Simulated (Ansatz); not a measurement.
`[OH][Cd][O][SiH3]` + H–F → `[OH][Cd][F]` + silanol at 700 K and 1 bar (ligand exchange at a Cd–O bond).

Gas-phase electronic energies from Ansatz, PBE0-D4/def2-TZVP geometries. CBS: MP2 limit from def2 TZ/QZ plus the TZ coupled-cluster correction, frozen cores. This one scheme is used for every species. Elements past krypton have def2 core potentials. For Cd outer-core shells are correlated without core-valence functions, which leaves a few kJ/mol of doubt a bond. One conformer a species, not always the lowest.

| species | CCSD(T)/CBS energy (Eh) | H − E (kJ/mol) | S (J/(mol·K)) |
| --- | --- | --- | --- |
| `[OH][Cd][O][SiH3]` | -609.59049 | 180.2 | 479.7 |
| H–F | -100.39570 | 45.2 | 198.5 |
| `[OH][Cd][F]` | -343.29729 | 78.5 | 344.1 |
| `O[SiH3]` | -366.69042 | 144.6 | 321.6 |

H − E and S are ideal-gas, rigid-rotor, harmonic terms from PBE0-D4/def2-TZVP, for one conformer and one mirror image of each species. 1 Eh = 2625.50 kJ/mol, R = 8.31446 J/(mol·K).

Task: By hand: ΔE, ΔH, ΔS and ΔG.

Result: ΔE = (-343.29729) + (-366.69042) − (-609.59049) − (-100.39570) = -0.00152 Eh = -4.0 kJ/mol. Δ(H − E) = 78.5 + 144.6 − 180.2 − 45.2 = -2.3, so ΔH = -6.3 kJ/mol. ΔS = 344.1 + 321.6 − 479.7 − 198.5 = -12.5 J/(mol·K). ΔG = -6.3 − 700 × (-12.5)/1000 = 2.5 kJ/mol.

Task: By hand: the equilibrium constant, and the temperature at which ΔG would vanish if ΔH and ΔS stayed fixed.

Result: log₁₀ K = −ΔG/(RT ln 10) = -0.2. ΔG = 0 at ΔH/ΔS = 504 K, though so small a ΔH makes that figure unsure.

TΔS isn't small against ΔH here. The sign of ΔG lies within the doubt. A doubt of 5 kJ/mol in ΔE shifts log₁₀ K by 0.4 here. Other conformers and mirror images would add mixing entropy, several J/(mol·K) or more a flexible species. Modes under 60 cm⁻¹, often nearly free rotors, make the harmonic entropy too high. These are equilibria of isolated gas molecules and say nothing of rates. Largest T1 diagnostic: 0.017 (customary marks: 0.02 for closed shells, 0.045 for open ones).
